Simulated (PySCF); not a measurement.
**C+ (carbon, charge +1) across methods**

[He] 2s2 2p1, 2P determinant. All numbers are calculated (PySCF 2.14, the non-relativistic Hamiltonian (point nucleus), in dyall-av2z).

| method | E (hartree) | mean ε 2s α (eV) | mean ε 2s β (eV) | mean ε 2p α (eV) | Σ⟨r²⟩ (bohr²) | ⟨S²⟩ |
| --- | --- | --- | --- | --- | --- | --- |
| LDA | -37.0393 | -26.109 | -24.595 | -17.805 | 8.135 | 0.751 |
| PBE | -37.3730 | -26.171 | -24.700 | -17.948 | 8.071 | 0.752 |
| M06 | -37.4138 | -27.874 | -26.198 | -19.537 | 7.997 | 0.751 |
| PBEsol | -37.2026 | -26.069 | -24.556 | -17.775 | 8.103 | 0.752 |
| B3LYP | -37.4360 | -27.734 | -25.968 | -19.561 | 8.050 | 0.752 |
| B97-3 | -37.4264 | -28.269 | -26.377 | -19.856 | 7.988 | 0.752 |
| PBE0 | -37.3828 | -28.145 | -26.233 | -19.787 | 8.040 | 0.753 |
| UHF | -37.29517 | -33.303 | -29.591 | -24.852 | 8.064 | 0.756 |

Question: Estimate the same row for r2SCAN.

Answer: E (hartree) = -37.4043; mean ε 2s α (eV) = -26.648; mean ε 2s β (eV) = -24.900; mean ε 2p α (eV) = -18.625; Σ⟨r²⟩ (bohr²) = 8.033; ⟨S²⟩ = 0.754.
